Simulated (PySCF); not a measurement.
Species: C₆H₆F₂N (doublet state).
Z-matrix (Å and degrees, GFN2-xTB geometry), rows numbered from 1:
```
F 
C   1  1.3597
F   2  1.3577  1  105.78
C   2  1.4716  1  111.38  3   120.99
N   4  1.2614  2  143.01  1    68.87
C   4  1.4861  2  146.33  1   -76.69
C   6  1.4059  4  119.03  5  -102.44
C   7  1.4578  6  144.21  4     1.03
C   7  1.4570  6  144.82  4  -126.80
H   2  1.1030  1  108.18  3  -115.79
H   6  1.0839  4  118.39  5   100.30
H   8  1.0824  7  118.94  9  -106.95
H   8  1.0843  7  119.30  9   108.55
H   9  1.0843  7  119.14  8  -108.52
H   9  1.0826  7  118.88  8   106.97
```

The hyperfine couplings belong to this conformer and change with its torsions.

Identity: `FC(F)C1=N[C@@H]1[C]1CC1` [radical].

Method used: PySCF, UKS B3LYP, pcH-1 on C F H N, non-relativistic, mean-field spin-orbit, GIAO. One conformer (not necessarily the lowest) at the GFN2-xTB geometry, without solvent, vibrations or thermal averaging. A GFN2-xTB geometry isn't a minimum of the functional, and hyperfine couplings can be far from their values at a DFT geometry. No stability test was run, so a lower SCF solution isn't excluded.

Principal values of hyperfine tensors in MHz (contact and dipolar terms together), for some of the nuclei:

```csv
atom,isotope,A1,A2,A3
C7,13C,44.17,49.23,249.12
H15,1H,79.97,81.23,92.25
H12,1H,73.60,75.01,86.33
C4,13C,52.90,58.57,92.41
H13,1H,63.52,65.34,73.59
H14,1H,60.95,61.98,71.00
C2,13C,23.06,23.58,32.98
C9,13C,-27.28,-24.04,-20.53
```

(1) Give the isotropic coupling of each nucleus in MHz and in mT (g = 2.0024), and the anisotropic part.

(2) What spin density at the nucleus of H13 lies behind its contact coupling (g_N = 5.58569)?

(3) C6 (13C, g_N = 1.40482) isn't in the table. Its spin density at the nucleus is -0.03268 bohr⁻³. What is its contact coupling?

(4) Name the largest traceless tensor T of the table and describe it.

(5) In a single crystal, with the field along each principal axis of the tensor of H15 in turn, what first-order splitting does this nucleus give (isotropic g, quadrupole terms neglected)?

Results:

(1) a_iso = (A1 + A2 + A3)/3, Ti = Ai − a_iso; 1 mT corresponds to 28.026 MHz.

```csv
atom,a_iso (MHz),a_iso (mT),T1,T2,T3
C7,114.18,4.074,-70.00,-64.95,134.95
H15,84.48,3.015,-4.52,-3.25,7.77
H12,78.32,2.794,-4.71,-3.30,8.02
C4,67.96,2.425,-15.06,-9.39,24.45
H13,67.48,2.408,-3.96,-2.14,6.10
H14,64.64,2.307,-3.69,-2.67,6.36
C2,26.54,0.947,-3.48,-2.96,6.44
C9,-23.95,-0.855,-3.33,-0.09,3.42
```

(2) a_FC = (2μ0/3) gₑ μB g_N μN ρ(0)/(2S·h) = 800.24 MHz × g_N × ρ(0)/(2S), with ρ in bohr⁻³. With a_FC = 67.48 MHz and 2S = 1, ρ(0) = 0.0151 bohr⁻³. In magnitude that is 4.7 % of the 1/π = 0.318 of a free hydrogen atom.

(3) By the same relation, a_FC = -36.7 MHz. Its full tensor has the principal values -46.57, -35.26, -28.38 MHz.

(4) C7: -70.0, -64.9, 134.9 MHz, nearly axial, close to the ratio −1:−1:+2, the form that spin in one p orbital centred on that nucleus gives.

(5) 2 lines (I = 1/2), spaced by |A_i|/(g × 13.996): 2.85, 2.90, 3.29 mT along the axes of A1, A2 and A3.
